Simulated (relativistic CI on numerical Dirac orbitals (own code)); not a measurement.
**Crystal-field levels of Ni³⁺, 3d7**

Calculated by Dirac-Coulomb-Breit CI, KLI orbitals optimised for each configuration, a model potential for QED, valence Slater integrals scaled by 0.85, one configuration in a parametric crystal field (own radial code).

Field parameters in Wybourne normalisation: D4h B²₀ = −7Ds, B⁴₀ = 21(Dq − Dt), B⁴₄ = 21√(5/14) Dq; Oh B⁴₀ = 21Dq, B⁴₄ = √(5/14) B⁴₀. The field is a parameter set, without covalency.

S and J are read from ⟨S²⟩ = S(S + 1) and ⟨J²⟩ = J(J + 1) of each level; they are not fictitious spins.

Oh, 10Dq = 7000 cm⁻¹, the lowest 10 levels:

```tsv
E (cm⁻¹)	Degeneracy	Irrep	S	J
0.0	2	Γ6	1.50	4.36
480	4	Γ8	1.50	4.00
1270	4	Γ8	1.50	3.28
1464	2	Γ7	1.50	2.95
6735	2	Γ6	1.50	3.64
6830	4	Γ8	1.50	3.46
6932	4	Γ8	1.50	3.33
7220	2	Γ7	1.50	3.11
13979	4	Γ8	1.50	3.23
15651	4	Γ8	0.51	4.15
```

Principal g values of the ground doublet: 4.57, 4.57, 4.57.

Oh, 10Dq = 9650 cm⁻¹, the lowest 10 levels:

```json
{"E (cm⁻¹)": "0.0", "Degeneracy": "2", "Irrep": "Γ6", "S": "1.50", "J": "4.33"}
{"E (cm⁻¹)": "488", "Degeneracy": "4", "Irrep": "Γ8", "S": "1.50", "J": "3.94"}
{"E (cm⁻¹)": "1278", "Degeneracy": "4", "Irrep": "Γ8", "S": "1.50", "J": "3.16"}
{"E (cm⁻¹)": "1443", "Degeneracy": "2", "Irrep": "Γ7", "S": "1.50", "J": "2.93"}
{"E (cm⁻¹)": "9082", "Degeneracy": "2", "Irrep": "Γ6", "S": "1.50", "J": "3.65"}
{"E (cm⁻¹)": "9153", "Degeneracy": "4", "Irrep": "Γ8", "S": "1.50", "J": "3.48"}
{"E (cm⁻¹)": "9265", "Degeneracy": "4", "Irrep": "Γ8", "S": "1.49", "J": "3.40"}
{"E (cm⁻¹)": "9563", "Degeneracy": "2", "Irrep": "Γ7", "S": "1.50", "J": "3.13"}
{"E (cm⁻¹)": "13198", "Degeneracy": "4", "Irrep": "Γ8", "S": "0.51", "J": "4.11"}
{"E (cm⁻¹)": "18921", "Degeneracy": "4", "Irrep": "Γ8", "S": "1.48", "J": "3.31"}
```

Principal g values of the ground doublet: 4.49, 4.49, 4.49.

D4h, 10Dq = 11900, Ds = 2000, Dt = 220 cm⁻¹, the lowest 10 levels:

| E (cm⁻¹) | Degeneracy | Irrep | S | J |
| --- | --- | --- | --- | --- |
| 0.0 | 2 | Γ6 | 1.50 | 3.83 |
| 169 | 2 | Γ7 | 1.50 | 3.63 |
| 3301 | 2 | Γ6 | 1.50 | 3.84 |
| 3585 | 2 | Γ6 | 1.50 | 3.49 |
| 3700 | 2 | Γ7 | 1.50 | 3.49 |
| 3875 | 2 | Γ7 | 1.50 | 3.29 |
| 10133 | 2 | Γ6 | 0.55 | 4.06 |
| 10729 | 2 | Γ6 | 1.49 | 3.50 |
| 10863 | 2 | Γ7 | 1.50 | 3.26 |
| 11661 | 2 | Γ6 | 1.49 | 3.63 |

Principal g values of the ground doublet: 1.97, 4.95, 4.95.

The free-ion ground term has S = 3/2. Every field shown keeps that spin.

Levels of this model without a field, named by their leading LS term: ⁴F9/2 0, ⁴F7/2 1157, ⁴F5/2 1990, ⁴F3/2 2555, ²G9/2 18889, ⁴P5/2 18953, ⁴P3/2 19246, ⁴P1/2 19783 cm⁻¹.
